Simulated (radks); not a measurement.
Values are calculated unless marked as measured or tabulated.
Rb, configuration [Kr] 5s1 (the NIST ground configuration).

Code: a radial shooting solver on a logarithmic mesh with Libxc functionals. Model: scalar-relativistic Kohn-Sham, PBE, spin-unpolarised, spherical densities, finite nucleus; Fermi nuclear charge, rms radius 4.2036 fm.

Energy parts (hartree):
part                       energy
total                 -2981.16903
kinetic                3053.14226
electron-nucleus      -7184.51365
Hartree                1250.86387
exchange-correlation   -100.66152

Orbitals (lengths in bohr, moments of r in powers of bohr; <r^-3> diverges for s and p1/2; r(max) is where P^2 peaks):
orbital,occ.,eigenvalue (hartree),<r^4>,r(max),<r^-3>,<1/r>
1s,2,-552.4710,0.00001234,0.02629,-,37.87
2s,2,-73.80016,0.002400,0.1496,-,8.432
2p,6,-65.42286,0.001732,0.1196,1644,8.240
3s,2,-10.95115,0.1412,0.4509,-,2.808
3p,6,-8.26405,0.1655,0.4465,249.1,2.654
3d,10,-3.82060,0.2384,0.3932,30.90,2.390
4s,2,-1.17205,9.233,1.261,-,0.9193
4p,6,-0.58668,20.66,1.429,24.04,0.7679
5s,1,-0.08201,1662,4.373,-,0.2405

The highest occupied level is 5s at -2.231 eV. The electron density at the nucleus is 5.58e+04 e/bohr^3 (large components only). Summed over all electrons, <r^2> = 63.43 bohr^2, which gives a Langevin (diamagnetic) susceptibility term of -50.2 x 10^-6 cm^3/mol.
